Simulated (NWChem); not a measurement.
InCl, singlet; SMILES [Cl][In]

All runs: NWChem. Low-valent species are run as closed-shell singlets; no triplet was tried in these runs. All runs use the structure optimised with PBE0/def2-SVP. def2 effective core potentials on In; no spin-orbit coupling.

Q: Predict the results for B3LYP/def2-QZVP. Quantities: highest occupied level (eV); orbital gap (eV); dipole (D).

A: 
```yaml
highest occupied level (eV): -7.19
orbital gap (eV): 5.09
dipole (D): 3.67
```
